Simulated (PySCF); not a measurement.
Start geometry of `CC(=O)O[C@H]1CC[SiH2]C1` from GFN2-xTB (Å):
```
atom  x, y, z in Å
C1     3.4868   -0.2143   -0.8535
C2     2.1247   -0.7372   -0.4180
O3     1.9313   -1.8319    0.0362
O4     1.1996    0.1688   -0.6171
C5    -0.1744   -0.2054   -0.2580
C6    -0.4240    0.0396    1.2414
C7    -1.9036   -0.1646    1.5018
Si8   -2.7478    0.6051   -0.0306
C9    -1.1546    0.6582   -1.0248
H10    4.2386   -0.9265   -0.6550
H11    3.6709    0.7272   -0.3088
H12    3.4345    0.0430   -1.9128
H13   -0.3336   -1.2542   -0.4807
H14   -0.1453    1.0637    1.4872
H15    0.1876   -0.6525    1.8430
H16   -2.1319   -1.2146    1.5788
H17   -2.1987    0.2918    2.4507
H18   -3.7894   -0.2675   -0.6096
H19   -3.3060    1.9315    0.2222
H20   -1.2673    0.2965   -2.0606
H21   -0.7688    1.6656   -1.1088
```

Q: What comes out of this run: PySCF, PBE0-D3(BJ)/def2-SVP geometry optimisation, gas phase?

A: 
```
atom  x, y, z in Å
C1     3.309   -0.398   -1.244
C2     2.015   -0.819   -0.612
O3     1.825   -1.863   -0.045
O4     1.076    0.127   -0.762
C5    -0.221   -0.149   -0.231
C6    -0.288    0.120    1.273
C7    -1.750   -0.034    1.713
Si8   -2.728    0.692    0.252
C9    -1.249    0.724   -0.941
H10    4.067   -1.171   -1.081
H11    3.642    0.559   -0.818
H12    3.158   -0.237   -2.322
H13   -0.436   -1.218   -0.401
H14    0.060    1.153    1.447
H15    0.392   -0.556    1.814
H16   -2.007   -1.101    1.825
H17   -1.951    0.445    2.682
H18   -3.848   -0.187   -0.204
H19   -3.280    2.058    0.507
H20   -1.455    0.384   -1.966
H21   -0.857    1.753   -1.004
```

The energy falls by 16.5 kJ/mol over 6 energy and gradient evaluations, the largest force component goes from 0.0375 to 4.4e-04 Eh/bohr, and the atoms move by 0.062 Å rms after alignment. Among the bonds, O4–C5 and C1–H10 change most and about equally (-0.040 to +0.041 Å). Bonds longer at the end by more than 0.005 Å: 13 of 21; shorter: 4. Among the angles that change most is Si8–C9–H21, from 111.7° to 109.2°. Rotational constants go from 3572, 702.1, 640.0 to 3538, 710.0, 642.6 MHz. The orientation of the end geometry is arbitrary; only internal coordinates are fixed.

The run used 190 basis functions and 46 SCF cycles in all. Hardware: one thread of an Arm Neoverse N1 (shared host). Cost: 3.6 min wall, 0.87 GiB resident at most.

No frequency check. One conformer, not necessarily the lowest.
